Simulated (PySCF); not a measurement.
Bromochlorofluoromethane, CHBrClF.
Atom-mapped SMILES: `[F:1][C@@H:2]([Cl:3])[Br:4]` (hydrogens: H5 on C2)

A GFN2-xTB structure was refined with PBE0-D3(BJ)/def2-SVP geometry optimisation, gas phase (PySCF). Its GFN2-xTB values:

| coordinate | GFN2-xTB |
| --- | --- |
| F1–C2 | 1.313 Å |
| C2–Cl3 | 1.786 Å |
| C2–Br4 | 1.981 Å |
| C2–H5 | 1.086 Å |
| F1–C2–Cl3 | 109.9° |
| F1–C2–Br4 | 106.8° |
| F1–C2–H5 | 109.7° |
| Cl3–C2–Br4 | 112.5° |
| Cl3–C2–H5 | 110.0° |
| Br4–C2–H5 | 107.9° |

Problem. How do these coordinates change at the PBE0-D3(BJ)/def2-SVP level?

Solution. 
| coordinate | PBE0-D3(BJ)/def2-SVP (Å or °) | change |
| --- | --- | --- |
| C2–Br4 | 1.938 | -0.043 |
| C2–Cl3 | 1.760 | -0.026 |
| F1–C2 | 1.331 | +0.018 |
| C2–H5 | 1.097 | +0.011 |
| F1–C2–Br4 | 109.5 | +2.7 |
| Cl3–C2–H5 | 108.5 | -1.5 |
| Br4–C2–H5 | 106.8 | -1.1 |
| Cl3–C2–Br4 | 111.6 | -0.9 |
| F1–C2–H5 | 110.3 | +0.6 |
| F1–C2–Cl3 | 110.1 | +0.2 |

The energy falls by 0.043 eV over 8 energy and gradient evaluations, the largest force component goes from 0.0156 to 8.2e-05 Eh/bohr, and the atoms move by 0.032 Å rms after alignment. The bond that changes most is C2–Br4 (sp3 C–F carbon to alkyl bromine), which shortens by 0.043 Å. Bonds longer at the end by more than 0.005 Å: 2 of 4; shorter: 2. Rotational constants go from 6611, 1939, 1549 to 6488, 2022, 1592 MHz.

The run used 83 basis functions and 52 SCF cycles in all. On an Arm Neoverse V2 with one thread, no GPU, on a shared host, this took 15 s and 0.35 GiB of memory at its peak.

No PBE0-D3(BJ)/def2-SVP frequencies stand behind this structure, so it isn't proved a minimum.
